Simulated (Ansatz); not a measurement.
Reaction (redistribution): `O[SiH2]S[SiH3]` + `C[SiH2]S[SiH2]Cl` → `C[SiH2]S[SiH3]` + `O[SiH2]S[SiH2]Cl`

Computed with Ansatz on PBE0-D4/def2-TZVP structures; ΔE is electronic, products minus reactants. CBS: MP2 limit from def2 TZ/QZ plus the TZ coupled-cluster correction, frozen cores. Functionals use def2-TZVPP. B3LYP here is the variant with VWN-RPA as its local correlation; programs differ in this. One conformer a species, not always the lowest.

Task: Is it downhill or uphill in electronic energy at CCSD(T)/CBS, and by how much? (An estimate is asked.)

Result: Ansatz gave: Downhill: ΔE = -3.3 kJ/mol.

Task: What do these levels give: B3LYP-D4, ωB97X-V, PBE, B3LYP, HF/def2-TZVPP, MP2/CBS(def2)? (Estimate.)

Result: The calculation gave: B3LYP-D4 -5.6, ωB97X-V -4.1, PBE -3.1, B3LYP -4.0, HF/def2-TZVPP -4.3, MP2/CBS(def2) -3.3 kJ/mol.

Largest T1 diagnostic among the species: 0.012.
